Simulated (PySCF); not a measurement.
# What a mistake does to a calculation on BClH3NSi

These are calculations, not measurements. The program is PySCF 2.14.0, an open-source quantum chemistry code, run on an isolated molecule that a program drew, which may never have been made. The molecule is BClH3NSi (charge 0, singlet), drawn as the SMILES string `BN[Si]Cl`.

Each row is a Hartree-Fock (HF) and frozen-core CCSD(T) single point in the cc-pV(D+d)Z basis, meant for a local HF minimum. Run 1 is clean. Each other run has one planted mistake out of seven kinds, and not every kind appears here: one electron removed, one electron added, multiplicity raised by two, geometry at a saddle point, minimal basis STO-3G, one bond length entered in bohr, all coordinates scaled. The reference is restricted for singlets and unrestricted otherwise, and also for a bond in bohr. Adding or removing an electron swaps singlet and doublet. Electrons count all cores. HOMO and LUMO are orbital energies over both spins, the gradient is its largest component, and the lowest frequency (negative if imaginary) is given only where the gradient is small. Bond lengths are over the 6 bonds as drawn. T1 is the CCSD diagnostic: over 0.02 (restricted) or 0.045 (unrestricted) a single reference is doubtful.

Geometry of the clean run:
```xyz
7
BClH3NSi, angstrom
B    -2.7207    0.9520   -1.2569
N    -2.0013    1.8107   -0.3835
Si   -1.5997    1.3649    1.2404
Cl   -0.5764    3.1309    1.8152
H    -3.0648   -0.1254   -0.8553
H    -2.9758    1.3058   -2.3734
H    -1.7260    2.7071   -0.7459
```

| run | electrons | basis functions | <S^2> | HOMO (eV) | LUMO (eV) | gradient (hartree/bohr) | lowest frequency (cm^-1) | mean bond (Å) | longest bond (Å) | T1 | HF (hartree) | CCSD(T) (hartree) | mistake |
|---|---|---|---|---|---|---|---|---|---|---|---|---|---|
| 1 | 46 | 89 | 0.000 | -9.88 | 1.08 | 3.7e-05 | 128 | 1.4461 | 2.121 | 0.0137 | -829.40829 | -829.93613 | no fault |
| 2 | 47 | 89 | 0.783 | -0.46 | 7.72 | 6.2e-02 | - | 1.4461 | 2.121 | 0.0245 | -829.39634 | -829.93438 | one electron added |
| 3 | 46 | 89 | 2.004 | -7.63 | -0.51 | 3.0e-02 | - | 1.4461 | 2.121 | 0.0191 | -829.33219 | -829.83474 | multiplicity raised by two |
| 4 | 46 | 31 | 0.000 | -7.80 | 4.94 | 2.9e-02 | - | 1.4461 | 2.121 | 0.0166 | -820.14390 | -820.30618 | minimal basis STO-3G |
| 5 | 46 | 89 | 0.000 | -9.95 | 1.01 | 8.4e-03 | - | 1.4605 | 2.142 | 0.0140 | -829.40762 | -829.93673 | ? |
| 6 | 46 | 89 | 0.776 | -10.13 | 0.91 | 2.0e-02 | - | 1.5952 | 2.121 | 0.0532 | -829.27095 | -829.79949 | ? |

**Which mistake was planted in run 5, and what did it cost?**

The mean and the longest bond both change by the same factor, 1.010, and the gradient is no longer small. So the mistake is: all coordinates scaled. Subtracting run 1 and multiplying by 627.51 kcal/mol a hartree, the energy moved by 0.4 kcal/mol in HF and -0.4 kcal/mol in CCSD(T).

**Which mistake was planted in run 6, and what did it cost?**

The mean bond changes by a factor of 1.103 and the longest by 1.000, so the molecule wasn't scaled as a whole. A length L in bohr read as angstrom grows by (1/0.5292 - 1) L = 0.890 L. The 6 bonds together grew by 6 x 0.1491 = 0.895 Å, which gives L = 1.005 Å. That is bond N2-H7, 1.005 Å in the clean geometry. So the mistake is: one bond length entered in bohr. Subtracting run 1 and multiplying by 627.51 kcal/mol a hartree, the energy moved by 86.2 kcal/mol in HF and 85.7 kcal/mol in CCSD(T).

Cautions from the logs. Run 2: the added electron raises the CCSD(T) energy, so it isn't bound in this basis; run 6: T1 is over the limit, so its CCSD(T) energy is less reliable.
